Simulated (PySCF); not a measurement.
C2H4Cl2O2Si.
Atom-mapped SMILES: `[O:1]=[CH:2][O:3][Si@H:4]([Cl:5])[CH2:6][Cl:7]` (hydrogens: H8 on C2; H9 on Si4; H10, H11 on C6)

A GFN2-xTB structure with every atom displaced at random (by about 0.01 Å) was refined with PBE0-D3(BJ)/def2-SVP geometry optimisation, gas phase in PySCF 2.14.0. Values at the start:

| coordinate | start |
| --- | --- |
| O1=C2 | 1.187 Å |
| C2–O3 | 1.332 Å |
| C2–H8 | 1.121 Å |
| O3–Si4 | 1.616 Å |
| Si4–Cl5 | 2.010 Å |
| Si4–C6 | 1.929 Å |
| Si4–H9 | 1.471 Å |
| C6–Cl7 | 1.788 Å |
| C6–H10 | 1.089 Å |
| C6–H11 | 1.090 Å |
| O1–C2–O3 | 126.0° |
| C2–O3–Si4 | 125.6° |
| O3–Si4–Cl5 | 101.4° |
| O3–Si4–C6 | 110.0° |
| Si4–C6–Cl7 | 108.7° |
| Cl5–Si4–C6 | 110.9° |
| O1–C2–O3–Si4 | 5° |
| C2–O3–Si4–Cl5 | 173° |
| O3–Si4–C6–Cl7 | 51° |

Task: How do these coordinates change at the PBE0-D3(BJ)/def2-SVP level?

Result: 
```tsv
coordinate	PBE0-D3(BJ)/def2-SVP (Å or °)	change
O3–Si4	1.708	+0.092
Si4–C6	1.873	-0.056
Si4–Cl5	2.048	+0.038
O1=C2	1.200	+0.013
C2–H8	1.109	-0.012
C6–H10	1.100	+0.011
Si4–H9	1.482	+0.011
C6–H11	1.100	+0.010
C6–Cl7	1.785	-0.003
C2–O3	1.330	-0.002
C2–O3–Si4	119.1	-6.5
O3–Si4–Cl5	103.6	+2.2
O1–C2–O3	124.1	-1.9
Si4–C6–Cl7	110.1	+1.4
Cl5–Si4–C6	110.3	-0.6
O3–Si4–C6	110.3	+0.3
O3–Si4–C6–Cl7	48	-3
O1–C2–O3–Si4	2	-3
C2–O3–Si4–Cl5	175	+2
```

The energy falls by 0.206 eV over 9 energy and gradient evaluations, the largest force component goes from 0.0441 to 1.5e-04 Eh/bohr, and the atoms move by 0.086 Å rms after alignment. The bond that changes most is O3–Si4 (oxygen singly bound to a carbonyl carbon to chlorine-bound silicon), which lengthens by 0.092 Å. Bonds longer at the end by more than 0.005 Å: 6 of 10; shorter: 2. Rotational constants go from 1565, 1292, 837.2 to 1594, 1270, 837.0 MHz.

The run used 130 basis functions and 64 SCF cycles in all. On an Arm Neoverse V1 with one thread, on a shared host, this took 74 s of wall time and 0.55 GiB of memory at its peak.

Stationary, but not proved a minimum. The numbers are those of one conformer.

Shape of the structure used: `[O:1]=[CH:2][O:3][Si@H:4]([Cl:5])[CH2:6][Cl:7]`: O1–C2–O3–Si4 2°, C2–O3–Si4–Cl5 175°, O3–Si4–C6–Cl7 48°.
